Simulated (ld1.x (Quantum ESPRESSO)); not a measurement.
**Configuration tests for germanium (ultrasoft)**

ld1.x (Quantum ESPRESSO) 7.5 input, shortened:

```
&input
   title='Ge', zed=32., rel=1, dft='PZ', iswitch=3,
   config='[Ar] 3d10 4s2 4p2 4d-2'
 /
 &inputp
   pseudotype=3, tm=.true., lloc=-1, rcloc=1.85,
   nlcc=.true., new_core_ps=.true.
 /
6
4S  1  0   2.00   0.00  1.40  1.80  0.0
4S  1  0   0.00   0.10  1.40  1.80  0.0
4P  2  1   2.00   0.00  1.65  2.00  0.0
4P  2  1   0.00   1.45  1.65  2.00  0.0
4D  3  2  -2.00  -0.10  1.45  1.95  0.0
4D  3  2  -2.00   1.75  1.45  1.95  0.0
 &test
   configts(1)='4s2 4p2'
 /
```

Energies are relative to the spin-unpolarised reference configuration 4s2 4p2; without spin polarisation the order of configurations can differ from experiment. Spin-polarised rows fill each open shell by Hund’s rule, majority spin first. The frozen-core shift is the all-electron ΔE with the core orbitals held at their reference shape minus the fully relaxed ΔE.

```tsv
valence configuration	charge	ΔE all-electron (eV)	error AE − PS (meV)	frozen-core shift (meV)
4s2 4p1	+1	7.636	-6.3	+7.2
4s2 4p0	+2	23.352	-48	+59
4s1 4p0	+3	58.570	-274	+338
4s2 4p1.5	+0.5	2.889	-1.2	+1.3
4s0 4p4	0	16.359	-46	+40
4s1 4p2	+1	16.413	-31	+33
4s2 4p1 (spin-polarised)	+1	7.451	-7.4	+9.1
```

Task: What are ΔE and the potential's error for 4s2 4p2 (spin-polarised)?

Result: ΔE = -0.563 eV all-electron; the error (AE − PS) is -2.2 meV.

Task: What are ΔE and the potential's error for 4s2 4p2.3?

Result: ΔE = -0.928 eV all-electron; the error (AE − PS) is 0.0 meV.

Note: ghost state, extra bound levels that the all-electron valence spectrum of the same l lacks: d at -9.4 eV. A true bound ghost makes a file unfit for plane-wave use.
